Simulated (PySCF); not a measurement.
A structure optimised at PBE0-D3(BJ)/def2-SVP, used in a PySCF frequency run:

```
Sn
F 1 1.9431
O 1 1.9663 2 106.99
H 3 0.9645 1 112.35 2 66.85
O 1 1.9734 2 101.27 3 114.65
H 5 0.9657 1 110.22 2 -3.46
C 1 2.1143 2 111.87 6 125.79
H 7 1.0975 1 108.71 2 115.61
H 7 1.0976 8 110.35 1 -119.38
H 7 1.0978 8 110.24 9 -121.83
```
Charge 0, spin multiplicity 1.

Problem. Write its SMILES and formula.

Solution. [CH3][Sn]([OH])([OH])[F], CH5FO2Sn

Problem. What are its rotational constants (standard atomic weights)?

Solution. 2.8903, 2.6414, 2.5273 GHz
